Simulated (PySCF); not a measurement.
An equivalent PySCF input for C⁺ (carbon, charge +1), [He] 2s2 2p1, 2P determinant, with no relativity, point nucleus:

```python
from pyscf import gto, scf, dft, mp, cc
import basis_set_exchange as bse
mol = gto.M(atom="C 0 0 0", charge=1, spin=1, symmetry="D2h",
            basis=gto.basis.parse(bse.get_basis("cc-pVTZ", elements=["C"], fmt="nwchem", header=False)))
mf = dft.UKS(mol, xc="TPSS")
mf.irrep_nelec = {'Ag': (2, 2), 'B2u': (1, 0)}
mf.kernel()
```

It reaches the same state as the run whose output follows, with an energy that differs only through the grid. The run itself started from symmetry-adapted Hartree-Fock orbitals and held the occupation by maximum overlap, on a logarithmic radial grid, so the iterations belong to that start.

```
SCF conv_tol = 1e-09
number electrons alpha = 3  beta = 2
XC functionals = TPSS
    J. Tao, J. P. Perdew, V. N. Staroverov, and G. E. Scuseria.,  Phys. Rev. Lett. 91, 146401 (2003)
    J. P. Perdew, J. Tao, V. N. Staroverov, and G. E. Scuseria.,  J. Chem. Phys. 120, 6898 (2004)
    J. Tao, J. P. Perdew, V. N. Staroverov, and G. E. Scuseria.,  Phys. Rev. Lett. 91, 146401 (2003)
    J. P. Perdew, J. Tao, V. N. Staroverov, and G. E. Scuseria.,  J. Chem. Phys. 120, 6898 (2004)
cycle= 1 E= -37.4427184102296  delta_E= -0.00266  |g|= 0.00965  |ddm|= 0.0983
cycle= 2 E= -37.442764768521  delta_E= -4.64e-05  |g|= 0.00152  |ddm|= 0.0169
cycle= 3 E= -37.4427659542843  delta_E= -1.19e-06  |g|= 0.000341  |ddm|= 0.00355
cycle= 4 E= -37.4427660100447  delta_E= -5.58e-08  |g|= 8.9e-06  |ddm|= 0.00104
cycle= 5 E= -37.4427660100936  delta_E= -4.89e-11  |g|= 3.94e-07  |ddm|= 3.14e-05
converged SCF energy = -37.4427660100936  <S^2> = 0.75306576  2S+1 = 2.0030634
```
